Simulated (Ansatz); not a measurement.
Cost and result for the atomization energy of CH5AlOSe (9 atoms, 9 bonds).

Z-matrix (Å, degrees):
```
C
Al 1 1.975
Se 1 2.199 2 75.5
O 1 1.356 2 123.0 3 -105.0
H 1 1.093 2 120.9 3 92.0
H 2 1.582 1 117.4 3 95.6
H 2 1.586 1 115.2 3 -97.3
H 3 1.469 1 94.8 2 92.7
H 4 0.964 1 111.1 2 165.8
```

Total charge 0; spin multiplicity 1. Correlated methods include outer-core shells of Se, which these sets cover unevenly. Scalar relativity is left out up to krypton. The bonds changed during the relaxation, so this is another structure than the one it started from. Geometry: relaxed with PBE0-D4/def2-TZVP. It is one conformer, not always the lowest. Program: Ansatz. All runs use 4 threads of an Arm Neoverse V2 on a shared host. Times are those of one run each, without the atoms' runs, and a repeat can differ threefold. Electronic energies, without spin–orbit coupling; frozen cores. CCSD(T)/CBS adds CCSD(T) − MP2 in def2-TZVPP to the MP2 limit, and its time is that of the two runs behind it. T1 = 0.012. With those shells the extrapolation isn't a true limit. B3LYP takes the VWN-RPA correlation (the form of Gaussian; ORCA's B3LYP/G).

CCSD(T)/CBS is a level of theory with its own doubt, some kJ/mol a heavy atom from the limit and from the frozen cores, so smaller differences don't rank the functionals.

```json
{"level": "PBE-D4/def2-TZVPP (with forces)", "functions": "222", "wall time": "1.9 s", "atomization (kcal/mol)": "672.2", "difference from CCSD(T)/CBS": "10.1", "per bond": "1.1"}
{"level": "PBE0-D4/def2-TZVPP", "functions": "222", "wall time": "2.3 s", "atomization (kcal/mol)": "656.4", "difference from CCSD(T)/CBS": "-5.7", "per bond": "-0.6"}
{"level": "B3LYP-D4/def2-TZVPP (with forces)", "functions": "222", "wall time": "3.3 s", "atomization (kcal/mol)": "657.4", "difference from CCSD(T)/CBS": "-4.7", "per bond": "-0.5"}
{"level": "r2SCAN-D4/def2-TZVPP (with forces)", "functions": "222", "wall time": "3.9 s", "atomization (kcal/mol)": "664.2", "difference from CCSD(T)/CBS": "2.1", "per bond": "0.2"}
{"level": "B2PLYP/def2-TZVPP", "functions": "222", "wall time": "4 s", "atomization (kcal/mol)": "648.5", "difference from CCSD(T)/CBS": "-13.6", "per bond": "-1.5"}
{"level": "ωB97X-V/def2-TZVPP", "functions": "222", "wall time": "6.5 s", "atomization (kcal/mol)": "660.4", "difference from CCSD(T)/CBS": "-1.7", "per bond": "-0.2"}
{"level": "ωB97M-V/def2-TZVPP (with forces)", "functions": "222", "wall time": "9 s", "atomization (kcal/mol)": "658.6", "difference from CCSD(T)/CBS": "-3.5", "per bond": "-0.4"}
{"level": "MP2/def2-QZVPP", "functions": "423", "wall time": "15 s", "atomization (kcal/mol)": "661.3", "difference from CCSD(T)/CBS": "-0.8", "per bond": "-0.1"}
{"level": "CCSD(T)/def2-TZVPP", "functions": "222", "wall time": "82 s", "atomization (kcal/mol)": "641.7", "difference from CCSD(T)/CBS": "-20.4", "per bond": "-2.3"}
{"level": "CCSD(T)/CBS(def2)", "functions": "–", "wall time": "97 s", "atomization (kcal/mol)": "662.1", "difference from CCSD(T)/CBS": "0.0", "per bond": "0.0"}
```

From PBE to PBE0 (25 % exact exchange), in def2-TZVPP and without D4, the atomization energy moves by −15.1 kcal/mol: exact exchange takes away binding that semilocal exchange gives to molecules. The D4 term adds +7.6 kcal/mol with B3LYP and +4.0 kcal/mol with PBE0; it sums over pairs of atoms, weighted by their polarisabilities, and B3LYP, whose exchange is more repulsive, gets the larger term. In def2-TZVPP, CCSD(T) changes the Hartree–Fock value by +190.4 kcal/mol (the triples alone add +12.4 kcal/mol) and MP2 by +198.1 kcal/mol; breaking electron pairs costs correlation energy, which Hartree–Fock lacks.
